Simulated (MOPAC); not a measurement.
A run for MOPAC: AM1 on H10Si3 (a complex), monomers drawn apart or pushed together.

```
AM1 1SCF PRECISE CHARGE=0 THREADS=1
H10Si3

Si    -0.09559862 1     0.11065983 1    -0.15922207 1
H     -0.20768845 1    -1.14787797 1     0.61127498 1
H     -1.44791547 1     0.59387152 1    -0.51598119 1
H      0.68626272 1    -0.13495584 1    -1.39233219 1
H      0.59194405 1     1.12906298 1     0.66522949 1
Si     0.92353247 1    -0.90495529 1     4.27861174 1
Si    -0.76323349 1     0.72392719 1     4.25673356 1
H      0.33573180 1    -2.25416334 1     4.09722224 1
H      1.63276247 1    -0.86840358 1     5.58133205 1
H      1.90929987 1    -0.66496811 1     3.19878419 1
H     -1.60834675 1     0.59868371 1     3.04500362 1
H     -0.17035937 1     2.08277356 1     4.28053109 1
H     -1.63227072 1     0.56380461 1     5.44843854 1
```

Program output:

```
*******************************************************************************
 **                                                                           **
 **                              MOPAC v23.2.5                                **
 **                                                                           **
 *******************************************************************************
 ** MOPAC's Digital Object Identifier: https://doi.org/10.5281/zenodo.6511958 **
 **                                                                           **
 ** Please cite the open-source release paper for use of this MOPAC version:  **
 ** J. E. Moussa and J. J. P. Stewart (2026)                                  **
 ** MOPAC: An open-source semiempirical molecular orbital program             **
 ** J. Open Source Softw., 11(119), 8025, https://doi.org/10.21105/joss.08025 **
 *******************************************************************************

                              AM1 CALCULATION RESULTS

 *******************************************************************************
 *  AM1        - The AM1 Hamiltonian to be used
 *
 *
 *
 *                 CHARGE ON SYSTEM = 0
 *
 *
 *
 *  PRECISE    - TIGHTER CRITERIA TO BE USED
 *  1SCF       - DO 1 SCF AND THEN STOP
 *  THREADS=1  - MULTI-THREADING NOT USED
 *  T=         - A TIME OF 172800.0 SECONDS REQUESTED
 *  DUMP=N     - RESTART FILE WRITTEN EVERY 7200.0 SECONDS REQUESTED
 *******************************************************************************
AM1 1SCF PRECISE CHARGE=0 THREADS=1
 H10Si3

   ATOM   CHEMICAL          X               Y               Z
  NUMBER   SYMBOL      (ANGSTROMS)     (ANGSTROMS)     (ANGSTROMS)

     1      Si         -0.09559862  *   0.11065983  *  -0.15922207  *
     2       H         -0.20768845  *  -1.14787797  *   0.61127498  *
     3       H         -1.44791547  *   0.59387152  *  -0.51598119  *
     4       H          0.68626272  *  -0.13495584  *  -1.39233219  *
     5       H          0.59194405  *   1.12906298  *   0.66522949  *
     6      Si          0.92353247  *  -0.90495529  *   4.27861174  *
     7      Si         -0.76323349  *   0.72392719  *   4.25673356  *
     8       H          0.33573180  *  -2.25416334  *   4.09722224  *
     9       H          1.63276247  *  -0.86840358  *   5.58133205  *
    10       H          1.90929987  *  -0.66496811  *   3.19878419  *
    11       H         -1.60834675  *   0.59868371  *   3.04500362  *
    12       H         -0.17035937  *   2.08277356  *   4.28053109  *
    13       H         -1.63227072  *   0.56380461  *   5.44843854  *



          CARTESIAN COORDINATES

    NO.       ATOM           X           Y           Z

     1        Si         -0.0956      0.1107     -0.1592
     2         H         -0.2077     -1.1479      0.6113
     3         H         -1.4479      0.5939     -0.5160
     4         H          0.6863     -0.1350     -1.3923
     5         H          0.5919      1.1291      0.6652
     6        Si          0.9235     -0.9050      4.2786
     7        Si         -0.7632      0.7239      4.2567
     8         H          0.3357     -2.2542      4.0972
     9         H          1.6328     -0.8684      5.5813
    10         H          1.9093     -0.6650      3.1988
    11         H         -1.6083      0.5987      3.0450
    12         H         -0.1704      2.0828      4.2805
    13         H         -1.6323      0.5638      5.4484

  H: (AM1): M.J.S. DEWAR ET AL, J. AM. CHEM. SOC. 107 3902-3909 (1985)
 Si: (AM1): M.J.S.DEWAR, C. JIE, ORGANOMETALLICS, 6, 1486-1490 (1987).

           Empirical Formula: H10 Si3  =    13 atoms



      MOLECULAR POINT GROUP   :   C1


      RHF CALCULATION, NO. OF DOUBLY OCCUPIED LEVELS = 11


 -------------------------------------------------------------------------------
 AM1 1SCF PRECISE CHARGE=0 THREADS=1
 H10Si3



     1SCF WAS SPECIFIED, SO BFGS WAS NOT USED
     SCF FIELD WAS ACHIEVED


                              AM1 CALCULATION
                                                       MOPAC v23.2.5 Linux




          FINAL HEAT OF FORMATION =         21.46836 KCAL/MOL =      89.82362 KJ/MOL


          COSMO AREA              =        177.44 SQUARE ANGSTROMS
          COSMO VOLUME            =        181.19 CUBIC ANGSTROMS

          IONIZATION POTENTIAL    =         10.832747 EV
          HOMO LUMO ENERGIES (EV) =        -10.833 -0.890
          NO. OF FILLED LEVELS    =         11
          MOLECULAR WEIGHT        =         94.3355         POINT GROUP:  C1

          MOLECULAR DIMENSIONS (Angstroms)

            Atom       Atom       Distance
            H    13    H     4     7.25672
            H     9    H     3     5.23798
            H     8    H    12     3.83357


          SCF CALCULATIONS        =          1





   ATOM   CHEMICAL          X               Y               Z
  NUMBER   SYMBOL      (ANGSTROMS)     (ANGSTROMS)     (ANGSTROMS)

     1      Si         -0.09559862  *   0.11065983  *  -0.15922207  *
     2       H         -0.20768845  *  -1.14787797  *   0.61127498  *
     3       H         -1.44791547  *   0.59387152  *  -0.51598119  *
     4       H          0.68626272  *  -0.13495584  *  -1.39233219  *
     5       H          0.59194405  *   1.12906298  *   0.66522949  *
     6      Si          0.92353247  *  -0.90495529  *   4.27861174  *
     7      Si         -0.76323349  *   0.72392719  *   4.25673356  *
     8       H          0.33573180  *  -2.25416334  *   4.09722224  *
     9       H          1.63276247  *  -0.86840358  *   5.58133205  *
    10       H          1.90929987  *  -0.66496811  *   3.19878419  *
    11       H         -1.60834675  *   0.59868371  *   3.04500362  *
    12       H         -0.17035937  *   2.08277356  *   4.28053109  *
    13       H         -1.63227072  *   0.56380461  *   5.44843854  *

                             CARTESIAN COORDINATES

   1   Si       -0.095598620     0.110659830    -0.159222070
   2    H       -0.207688450    -1.147877970     0.611274980
   3    H       -1.447915470     0.593871520    -0.515981190
   4    H        0.686262720    -0.134955840    -1.392332190
   5    H        0.591944050     1.129062980     0.665229490
   6   Si        0.923532470    -0.904955290     4.278611740
   7   Si       -0.763233490     0.723927190     4.256733560
   8    H        0.335731800    -2.254163340     4.097222240
   9    H        1.632762470    -0.868403580     5.581332050
  10    H        1.909299870    -0.664968110     3.198784190
  11    H       -1.608346750     0.598683710     3.045003620
  12    H       -0.170359370     2.082773560     4.280531090
  13    H       -1.632270720     0.563804610     5.448438540


           Empirical Formula: H10 Si3  =    13 atoms



      MOLECULAR POINT GROUP   :   C1


                  EIGENVALUES
 -16.16133 -15.90607 -15.31090 -13.11357 -13.02660 -12.34315 -12.31208 -12.21097
 -11.84313 -11.81721 -10.83275  -0.88972   1.20903   1.23156   1.49641   1.52143
   1.56789   1.57078   1.59132   1.98941   2.08597   2.09165


              NET ATOMIC CHARGES AND DIPOLE CONTRIBUTIONS

  ATOM NO.   TYPE          CHARGE      No. of ELECS.   s-Pop       p-Pop
    1         Si           0.597737        3.4023     0.87233     2.52994
    2          H          -0.150493        1.1505     1.15049
    3          H          -0.148040        1.1480     1.14804
    4          H          -0.148864        1.1489     1.14886
    5          H          -0.150396        1.1504     1.15040
    6         Si           0.326594        3.6734     0.89981     2.77359
    7         Si           0.324509        3.6755     0.90023     2.77526
    8          H          -0.107529        1.1075     1.10753
    9          H          -0.108738        1.1087     1.10874
   10          H          -0.108655        1.1087     1.10865
   11          H          -0.110548        1.1105     1.11055
   12          H          -0.107391        1.1074     1.10739
   13          H          -0.108185        1.1082     1.10819
 DIPOLE           X         Y         Z       TOTAL
 POINT-CHG.     0.013    -0.006    -0.027     0.031
 HYBRID        -0.008     0.004     0.010     0.013
 SUM            0.006    -0.002    -0.017     0.018


          ATOMIC ORBITAL ELECTRON POPULATIONS

     Atom    s        px        py        pz
    1 Si   0.87233   0.84389   0.84155   0.84450
    2  H   1.15049
    3  H   1.14804
    4  H   1.14886
    5  H   1.15040
    6 Si   0.89981   0.93740   0.93601   0.90018
    7 Si   0.90023   0.93818   0.93723   0.89985
    8  H   1.10753
    9  H   1.10874
   10  H   1.10865
   11  H   1.11055
   12  H   1.10739
   13  H   1.10819

 **********************
 *                    *
 * JOB ENDED NORMALLY *
 *                    *
 **********************




 == MOPAC DONE ==
```

The run finished.

Cost: around 0.03 core-seconds (rough).
